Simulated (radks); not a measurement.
Values are calculated unless marked as measured or tabulated.
Task: Neutral krypton, 36 electrons, occupied as [Ar] 3d10 4s2 4p5 4f1 (not the ground configuration). Level of theory: Dirac Kohn-Sham, PBEsol, spin-unpolarised, spherical densities, finite nucleus; open shells are shared between the two j in proportion to 2j + 1; Fermi nuclear charge, rms radius 4.1884 fm (a radial shooting solver on a logarithmic mesh with Libxc functionals). Some entries of the table are withheld. Estimate them.

| orbital | occ. | eigenvalue (eV) | <1/r> (bohr^-1) | <r^2> (bohr^2) |
|---|---|---|---|---|
| 1s1/2 | 2 | -14153.12 | 36.75 | 0.002320 |
| 2s1/2 | 2 | -1872.471 | 8.223 | 0.03970 |
| 2p1/2 | 2 | -1693.549 | 8.194 | (1) |
| 2p3/2 | 4 | -1639.779 | 7.909 | (2) |
| 3s1/2 | 2 | -273.6027 | (3) | 0.3237 |
| 3p1/2 | 2 | -210.4399 | 2.598 | 0.3335 |
| 3p3/2 | 4 | -202.5221 | 2.530 | 0.3466 |
| 3d3/2 | 4 | -92.3357 | 2.283 | 0.3774 |
| 3d5/2 | 6 | -91.0319 | 2.265 | 0.3827 |
| 4s1/2 | 2 | -32.2727 | 0.8695 | 2.696 |
| 4p1/2 | 1.66667 | -18.3355 | (4) | 3.759 |
| 4p3/2 | 3.33333 | -17.6127 | (5) | 3.915 |
| 5s1/2 | 0 | -4.1139 | 0.2764 | 24.97 |
| 4d3/2 | 0 | -2.0299 | 0.3213 | 24.04 |
| 4d5/2 | 0 | -2.0080 | 0.3182 | 24.53 |
| 4f5/2 | 0.428571 | -0.4298 | 0.06242 | 335.9 |
| 4f7/2 | 0.571429 | -0.4298 | 0.06242 | 335.9 |

Result: 
(1) 2p1/2 <r^2> (bohr^2): 0.03041
(2) 2p3/2 <r^2> (bohr^2): 0.03185
(3) 3s1/2 <1/r> (bohr^-1): 2.712
(4) 4p1/2 <1/r> (bohr^-1): 0.7341
(5) 4p3/2 <1/r> (bohr^-1): 0.7173
